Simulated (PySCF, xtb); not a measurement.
I3Y, SMILES [I][Y-]([I])[I] (connectivity only; charge and spin as stated), charge -1, multiplicity 2.

Harmonic wavenumbers (cm⁻¹) from xtb with GFN2-xTB at its own minimum, in rising order: 36, 37, 37, 154, 213, 213.

Question: What does PBE0-D3(BJ)/def2-SVPD (PySCF) give at its own minimum? (Estimate from the structure and the level; the computed values follow.)

Answer: 30, 30, 32, 118, 196, 196. Paired by order, the mean absolute difference is 15 cm⁻¹ and the zero-point energies are 1.0 and 0.9 kcal/mol.
